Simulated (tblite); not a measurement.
Species: C5H7O2PS.
Z-matrix (Å and degrees, GFN2-xTB geometry), rows numbered from 1:
```
C 
S   1  1.8145
O   2  1.4387  1  108.36
O   2  1.4361  1  108.88  3   130.28
C   2  1.7703  1  103.82  3  -112.60
C   5  1.3464  2  128.18  1   -95.90
C   6  1.4381  5  112.82  2  -178.16
C   7  1.3492  6  113.87  5     0.43
P   5  1.8057  2  118.88  1    80.28
H   1  1.0826  2  107.82  3    50.51
H   1  1.0821  2  108.04  3   171.37
H   1  1.0829  2  107.66  3   -69.10
H   6  1.0771  5  123.83  2    -0.28
H   7  1.0780  6  121.69  5   178.60
H   8  1.0770  7  124.57  6  -179.63
H   9  1.3924  5   95.96  2    78.75
```

All values are computed: GFN2-xTB (tblite) harmonic vibrations without scaling, gas phase. The method is semi-empirical: single wavenumbers can be off by several per cent or more. Modes of hydrogen on phosphorus can be 10 to 20 % off. One conformer, not necessarily the lowest.

Harmonic wavenumbers (cm⁻¹): 27.3, 82.2, 89.5, 125.5, 224.9, 265.7, 276.0, 323.5, 361.8, 439.3, 450.2, 489.4, 599.9, 664.7, 685.0, 705.5, 734.7, 796.2, 810.9, 841.5, 858.9, 863.6, 882.1, 966.9, 1046.2, 1092.6, 1117.2, 1193.8, 1252.8, 1266.6, 1297.6, 1420.1, 1430.5, 1476.8, 1582.0, 2294.6, 3060.0, 3079.2, 3084.7, 3093.8, 3108.0, 3112.8.

A = 2398, B = 900.6, C = 779.5 MHz; mass 161.990 u (most abundant isotopes); point group C1, symmetry number 1.

**Question.** Zero-point energy?

**Answer.** ½Σν̃ = 23787 cm⁻¹ = 284.56 kJ/mol.

**Question.** Entropy at 350 K, 1 bar (ideal gas, RRHO, classical rotation)?

**Answer.** Translation 175.64, rotation 126.00, vibration 145.92: S = 447.6 J/(mol K).

**Question.** And Cp and H(350 K) − H(0)?

**Answer.** Cp = 180.94 J/(mol K), of which vibrations give 147.68 (their classical limit is 42 R = 349.2); H(350 K) − H(0) = 37.85 kJ/mol without the zero-point energy, 26.21 from vibrations.

**Question.** Which modes carry the vibrational entropy at 350 K?

**Answer.** 27.3 cm⁻¹: 26.50; 82.2 cm⁻¹: 17.37; 89.5 cm⁻¹: 16.67; 125.5 cm⁻¹: 13.91; 224.9 cm⁻¹: 9.26; 265.7 cm⁻¹: 7.98 J/(mol K); the other 36 give 54.21 together.

**Question.** How do the functions run with temperature in this model?

**Answer.** 
| T (K) | S (J/(mol K)) | Cp (J/(mol K)) | H − H(0) (kJ/mol) | G − H(0) (kJ/mol) | ln q(vib) |
| --- | --- | --- | --- | --- | --- |
| 150 | 333.8 | 97.4 | 9.82 | -40.25 | 3.39 |
| 250 | 393.6 | 140.7 | 21.72 | -76.69 | 5.96 |
| 298.15 | 420.2 | 160.8 | 28.98 | -96.29 | 7.21 |
| 400 | 472.9 | 198.4 | 47.34 | -141.81 | 9.83 |
| 600 | 564.0 | 250.3 | 92.63 | -245.76 | 14.83 |
| 900 | 674.9 | 295.4 | 175.14 | -432.25 | 21.71 |

q(vib) and H(0) count from the zero-point level.

**Question.** What must be added to the electronic energy to get the Gibbs energy at 350 K and 1 bar?

**Answer.** ZPE + [H(350 K) − H(0)] − T·S = 284.56 + 37.85 − 156.64 = 165.77 kJ/mol.

Hindered rotation and anharmonicity are outside this model. Other conformers, if any are populated, would add a mixing term that is left out. The structure is chiral; the term R ln 2 for an equal mix with its mirror image is left out.
